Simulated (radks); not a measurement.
Question: The table gives one normalised radial function P(r) = r R(r) of Si3+ in [Ne] 3s1 (r in bohr). Calculated with a radial shooting solver on a logarithmic mesh with Libxc functionals: scalar-relativistic Kohn-Sham, PBE, spin-polarised, spherical densities, point nucleus; open shells are filled with parallel spins first.

r          P
0.0131    0.2972
0.01652   0.3560
0.021     0.4228
0.02649   0.4902
0.03367   0.5568
0.04246   0.6092
0.05398   0.6374
0.06808   0.6223
0.08654   0.5421
0.1091    0.3835
0.1387    0.1245
0.175    -0.2107
0.2224   -0.6104
0.2805   -0.9850
0.3538   -1.2664
0.4497   -1.3812
0.5672   -1.2895
0.721    -1.0211
0.9093   -0.6853
1.156    -0.3685
1.458    -0.1592
1.853    -0.0494
2.337    -0.0109
2.971    -0.0014
3.747    -0.0001
4.763    0.0000
6.007    0.0000

Which n and l does it have? It may be an empty orbital.

Answer: n = 2, l = 0: the number of nodes gives n - l - 1 = 1, the rise at small r (about r^(l+1)) gives l, and the extent must fit the shell. The curve is that of 2s up; the table hardly tells the two spins apart. 2s up: eigenvalue -175.98 eV, 1 radial node at r = 0.152 bohr, <r> = 0.566 bohr, 90 % of the charge inside 0.892 bohr.
